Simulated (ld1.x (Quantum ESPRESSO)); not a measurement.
## Scattering properties, RRKJ potential for Sc (Z = 21)

- Element: Sc (Z = 21)
- Generator: ld1.x (Quantum ESPRESSO) 7.5
- Type: norm-conserving RRKJ (Kleinman–Bylander form)
- Functional: revPBE
- Relativity: scalar-relativistic
- Frozen core: [Ne]
- Valence charge: 11
- Reference configuration: 3s2 3p6 3d0 4s0 4p0 (charge +3)
- Partial waves: 3s (bound): rc 1.60 bohr; 3d (bound, empty): rc 2.65 bohr; 3p (bound): rc 1.50 bohr
- Local potential: the p channel
- Core correction: a·sin(br)/r model core inside 1.40 bohr
- rho0: 0.005

The phase is arctan(r·u′/u) with u = r·R(r), unwrapped; energies in Ry, scanned from -8 to 5 Ry. A pole is an energy at which the radial function vanishes at the test radius. The pseudo phase is shifted by a multiple of π to meet the all-electron one at the reference energy, and phase errors are pseudo minus all-electron; the curves can meet again beyond the range given. Levels narrower than the energy grid can be missing from the lists of poles.

**Question.** For each channel, where are the poles, and over which energies does the pseudopotential scatter like the atom?

**Answer.**

| channel | radius (bohr) | reference energy (Ry) | poles, all-electron | poles, pseudo | unbroken range about the reference energy with phases within 0.05 rad | phase error 1 Ry above the reference energy (rad) |
| --- | --- | --- | --- | --- | --- | --- |
| s | 2.89 | -6.35 | -6.33, -0.25 | -6.33, -0.25 | the whole range | -0.000 |
| p | 2.89 | -4.75 | -4.72, 0.55 | -4.72, 0.49 | below 2.6 | -0.000 |
| d | 2.89 | -2.37 | -2.24, 1.76 | -2.24, 3.15 | below -1.3 | +0.038 |

Phases in the d channel:

| E (Ry) | all-electron | pseudo |
| --- | --- | --- |
| -8.00 | 1.433 | 1.433 |
| -7.76 | 1.431 | 1.430 |
| -7.52 | 1.428 | 1.427 |
| -7.28 | 1.425 | 1.425 |
| -7.04 | 1.421 | 1.421 |
| -6.80 | 1.418 | 1.418 |
| -6.56 | 1.414 | 1.414 |
| -6.32 | 1.410 | 1.410 |
| -6.08 | 1.405 | 1.405 |
| -5.84 | 1.401 | 1.401 |
| -5.60 | 1.395 | 1.395 |
| -5.36 | 1.389 | 1.390 |
| -5.12 | 1.383 | 1.383 |
| -4.88 | 1.376 | 1.376 |
| -4.64 | 1.367 | 1.368 |
| -4.40 | 1.358 | 1.358 |
| -4.16 | 1.346 | 1.347 |
| -3.92 | 1.333 | 1.334 |
| -3.68 | 1.316 | 1.317 |
| -3.44 | 1.294 | 1.296 |
| -3.20 | 1.262 | 1.265 |
| -2.96 | 1.208 | 1.213 |
| -2.72 | 1.079 | 1.087 |
| -2.48 | 0.057 | 0.074 |
| -2.24 | -1.573 | -1.570 |
| -2.00 | -1.749 | -1.740 |
| -1.76 | -1.833 | -1.817 |
| -1.52 | -1.906 | -1.879 |
| -1.28 | -1.992 | -1.945 |
| -1.04 | -2.115 | -2.028 |
| -0.80 | -2.321 | -2.145 |
| -0.56 | -2.713 | -2.330 |
| -0.32 | -3.366 | -2.645 |
| -0.08 | -3.937 | -3.146 |
| 0.16 | -4.243 | -3.682 |
| 0.40 | -4.408 | -4.043 |
| 0.64 | -4.507 | -4.251 |
| 0.88 | -4.574 | -4.378 |
| 1.12 | -4.623 | -4.462 |
| 1.36 | -4.661 | -4.521 |
| 1.60 | -4.693 | -4.565 |
| 1.84 | -4.721 | -4.600 |
| 2.08 | -4.747 | -4.628 |
| 2.32 | -4.772 | -4.651 |
| 2.56 | -4.797 | -4.671 |
| 2.80 | -4.824 | -4.689 |
| 3.04 | -4.855 | -4.706 |
| 3.28 | -4.892 | -4.721 |
| 3.52 | -4.939 | -4.735 |
| 3.76 | -5.006 | -4.749 |
| 4.00 | -5.109 | -4.763 |
| 4.24 | -5.295 | -4.777 |
| 4.48 | -5.693 | -4.792 |
| 4.72 | -6.461 | -4.808 |
| 4.96 | -7.094 | -4.825 |
